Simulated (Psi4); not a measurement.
Psi4 input (wB97X-D/6-31G*):

```
memory 1500 MB

molecule {
-1 1
N    -1.64459000   -0.90253400    0.02932600
B    -0.47632000   -0.26594600    0.00803100
Cl    1.15216600   -1.12651700   -0.19947100
Cl   -0.19150300    1.59285900    0.17614900
H    -2.43754200   -0.28035000    0.15103100
symmetry c1
no_reorient
no_com
}

set {
  basis 6-31G*
  reference rks
  scf_type pk
  dft_radial_points 99
  dft_spherical_points 590
  e_convergence 1e-8
  d_convergence 1e-7
  maxiter 150
}

e = energy('wb97x-d')
print_out(f'\nFINAL {e:.10f} DIPOLE {variable("CURRENT DIPOLE")[0]:.6f} {variable("CURRENT DIPOLE")[1]:.6f} {variable("CURRENT DIPOLE")[2]:.6f}\n')
```

From the output:

```
    One-Electron Energy =               -1721.7717722970257910
    Two-Electron Energy =                 603.7093650893921222
    DFT Exchange-Correlation Energy =     -49.3154968313635393
    Empirical Dispersion Energy =          -0.0007875509829827
    VV10 Nonlocal Energy =                  0.0000000000000000
    Total Energy =                      -1000.6837592588176449

Computation Completed

Properties will be evaluated at   0.000000,   0.000000,   0.000000 [a0]

Properties computed using the SCF density matrix

 Multipole Moments:

 ------------------------------------------------------------------------------------
     Multipole            Electronic (a.u.)      Nuclear  (a.u.)        Total (a.u.)
 ------------------------------------------------------------------------------------

 L = 1.  Multiply by 2.5417464519 to convert [e a0] to [Debye]
 Dipole X            :          0.4259291           -0.0000019            0.4259273
 Dipole Y            :          0.7125382           -0.0000076            0.7125306
 Dipole Z            :          0.0411239           -0.0000113            0.0411126
 Magnitude           :                                                    0.8311463

 ------------------------------------------------------------------------------------

FINAL -1000.6837592588 DIPOLE 0.425927 0.712531 0.041113

*** Psi4 exiting successfully. Buy a developer a beer!
```

The dipole moment of an ion depends on the origin.

The geometry given is a B3LYP-D3(BJ)/def2-TZVP minimum.
